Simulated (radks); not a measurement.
Values are calculated unless marked as measured or tabulated.
Question: Ga, 31 electrons, occupied as [Ar] 3d10 4s2 4p1 (the NIST ground configuration). Level of theory: non-relativistic Kohn-Sham, r2SCAN, spin-unpolarised, spherical densities, point nucleus; meta-GGA in the generalised Kohn-Sham scheme; hard spherical wall at 12 bohr (a radial shooting solver on a logarithmic mesh with Libxc functionals). Some entries of the table are withheld. Estimate them.

orbital  occ.  eigenvalue (hartree)  r(max) (bohr)  <1/r> (bohr^-1)
1s          2             -371.9275        0.03262            30.50
2s          2             -45.69573         0.1856            6.693
2p          6                   (1)         0.1480              (2)
3s          2              -5.43711         0.5728            2.140
3p          6              -3.70072         0.5709            2.010
3d         10                   (3)         0.5350              (4)
4s          2              -0.33049          1.943           0.5408
4p          1              -0.09410          2.514           0.3920
5s          0               0.02277          6.854           0.1827
5p          0               0.07030          7.928           0.1799
4d          0               0.07468          7.209           0.1642

Answer: 
(1) 2p eigenvalue (hartree): -40.41305
(2) 2p <1/r> (bohr^-1): 6.646
(3) 3d eigenvalue (hartree): -0.74655
(4) 3d <1/r> (bohr^-1): 1.656
